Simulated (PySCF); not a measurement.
C₄H₉N, SMILES C=CN(C)C.

Geometry: B3LYP-D3(BJ)/def2-SVP. One conformer was computed; it need not be the lowest.

Two levels are set side by side: PBE/def2-TZVP (PySCF) and r2SCAN/def2-TZVP (PySCF). Same geometry, gas phase. Differences are taken from unrounded values.

```json
[
 {"quantity": "orbital gap (eV)", "r2SCAN": "4.95"},
 {"quantity": "highest occupied level (eV)", "r2SCAN": "-4.69"},
 {"quantity": "lowest empty level (eV)", "r2SCAN": "0.26"},
 {"quantity": "dipole moment (D)", "r2SCAN": "1.69"},
 {"quantity": "mean polarisability (bohr³)", "r2SCAN": "61.8"}
]
```

**Question.** What does PBE give, and how far is it from r2SCAN? (Estimate from the structure and the level; the computed values follow.)

**Answer.** 
```csv
quantity,PBE,PBE minus r2SCAN
orbital gap (eV),4.51,-0.44
highest occupied level (eV),-4.52,0.17
lowest empty level (eV),-0.01,-0.27
dipole moment (D),1.67,-0.02
mean polarisability (bohr³),63.2,1.4
```

Rough cost on one machine, each run with all the roots and properties that it gave: r2SCAN against PBE about 4 times.
